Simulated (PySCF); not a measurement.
PbFI, SMILES [F][Pb][I] (connectivity only; charge and spin as stated), neutral, multiplicity 1.

The structure is a stationary point at B3LYP-D3(BJ)/def2-TZVP. The def2 effective core potentials stand for the cores of I, Pb; spin–orbit coupling is left out.

Level of theory: TDA-CAM-B3LYP/def2-SVPD run with PySCF 2.14.0.

Vertical excitations. The molecule is in vacuum. State labels are in the subgroup Cs.

Computed lowest excited states:
| state | symmetry | energy (eV) | λ (nm) | f | main pairs |
|---|---|---|---|---|---|
| S1 | A" | 3.34 | 371 | 0.001 | HOMO→LUMO 99 % |
| S2 | A" | 3.62 | 342 | 0.009 | HOMO−2→LUMO 99 % |
| S3 | A' | 3.85 | 322 | 0.025 | HOMO−1→LUMO 90 % |
| S4 | A' | 4.96 | 250 | 0.007 | HOMO→LUMO+1 95 % |
| S5 | A" | 5.08 | 244 | 0.003 | HOMO−1→LUMO+1 96 % |
| S6 | A' | 5.52 | 225 | 0.038 | HOMO→LUMO+2 69 %, HOMO−2→LUMO+1 24 % |
| S7 | A" | 5.69 | 218 | 0.001 | HOMO−1→LUMO+2 97 % |
| S8 | A' | 5.84 | 212 | 0.020 | HOMO−2→LUMO+2 90 % |
| S9 | A" | 5.96 | 208 | 0.022 | HOMO−3→LUMO 91 % |
| S10 | A" | 6.09 | 204 | 0.002 | HOMO−5→LUMO 92 % |
| T1 | A" | 3.02 | 410 | 0 | HOMO−2→LUMO 69 %, HOMO→LUMO 29 % |
| T2 | A' | 3.25 | 382 | 0 | HOMO−1→LUMO 98 % |
| T3 | A" | 3.30 | 376 | 0 | HOMO→LUMO 70 %, HOMO−2→LUMO 29 % |
| T4 | A' | 4.54 | 273 | 0 | HOMO→LUMO+1 58 %, HOMO−2→LUMO+1 35 % |
Triplets are in the Tamm–Dancoff approximation.
